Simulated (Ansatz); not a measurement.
Job for Ansatz (a first-principles code): U-B3LYP/def2-TZVPP on CdF2 (SMILES [F][Cd][F]), a point of a bond scan (R = 6.187 Å). Elements past Kr take the def2 small-core potentials; no spin–orbit coupling.

Ansatz 0.2 input:
```yaml
crystal:
  periodic: [false, false, false]
  atoms:
    - {symbol: Cd, position_ang: [0.00000000, 0.00000000, 0.00000000]}
    - {symbol: F, position_ang: [-0.00000000, -0.00000000, -6.18717779]}
    - {symbol: F, position_ang: [0.00000000, 0.00000000, 1.93349306]}
basis:
  gaussian:
    orbitals: def2-TZVPP
hamiltonian:
  xc: {name: B3LYP}
magnetization: {spin_polarized: true, initial_magnetization: 0}
```

The log:

```
WARN ansatz: RAYON_NUM_THREADS=1 ignored (pool sized by the plan → 1); use --threads N
Functional definition: B3LYP
integrals: 0.02 GiB planned
714 factors; their error is unknown
mean field: 0.39 GiB planned
mean field evaluation 1: about -9986.9246 eV, gradient 5.1e1 eV
mean field evaluation 2: about -9609.5029 eV, gradient 1.4e2 eV
mean field evaluation 4: about -9987.3319 eV, gradient 5.2e1 eV
mean field evaluation 8: about -9989.2767 eV, gradient 4.4e1 eV
mean field evaluation 16: about -9998.2617 eV, gradient 1.1e1 eV
mean field evaluation 32: about -9999.4879 eV, gradient 1.5e-1 eV
mean field evaluation 64: about -9999.5088 eV, gradient 9.9e-5 eV
mean field evaluation 96: about -9999.1398 eV, gradient 6.9e0 eV
mean field evaluation 128: about -9999.2068 eV, gradient 7.7e0 eV
mean field evaluation 160: about -9999.4878 eV, gradient 6.2e-3 eV
mean field evaluation 192: about -9999.5078 eV, gradient 3.9e-2 eV
mean field -9999.50878887 eV, -367.4751700804 hartree, gradient 8.7e-6 eV, S^2 0.849673; 9 other end points of the search recorded, 0 dependent functions left out
reference -9999.50900662 eV, -367.4751780827 hartree; 19, 19 occupied and 99, 99 virtual orbitals, 714 factors
Total energy: -9999.50900662 eV, -367.4751780827 hartree
```

Self-consistency was reached. Its determinant has ⟨S²⟩ = 0.85, a mixture of spin states.

Cost: about 40 core-seconds (a rough figure).
